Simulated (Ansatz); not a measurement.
A series at Ti: from titanium tetrachloride, ligands are replaced one by one, each step taking up H–F and setting free HCl; n counts the steps. Ansatz, PBE0-D4/def2-TZVP geometries.

| n | molecule | HOMO energy, ωB97M-V/def2-TZVPP (eV) |
| --- | --- | --- |
| 0 | `[Cl][Ti]([Cl])([Cl])[Cl]` | -11.80 |
| 1 | `[F][Ti]([Cl])([Cl])[Cl]` | -11.81 |
| 2 | `[F][Ti]([F])([Cl])[Cl]` | ? |
| 3 | `[F][Ti]([F])([F])[Cl]` | -12.48 |
| 4 | `[F][Ti]([F])([F])[F]` | -15.01 |

By hand: fit a straight line y = ȳ + b (n − n̄) to the 4 given rows and predict n = 2.

n̄ = 2.000, ȳ = -12.775; Σ(n − n̄)(y − ȳ) = -7.090, Σ(n − n̄)² = 10.000, so b = -0.709 eV a step. Prediction: -12.775 + (-0.709) × (0.000) = -12.78 eV.

By hand: compare with the computed value, -12.06 eV, and give the steps along the whole series.

The line misses by 0.72 eV (computed minus predicted). Steps: -0.01, -0.25, -0.42, -2.53 eV.

One step carries most of the change, so a line is a poor guide. The highest orbital can change its character along such a series. The miss is 22.4 % of the series' range.
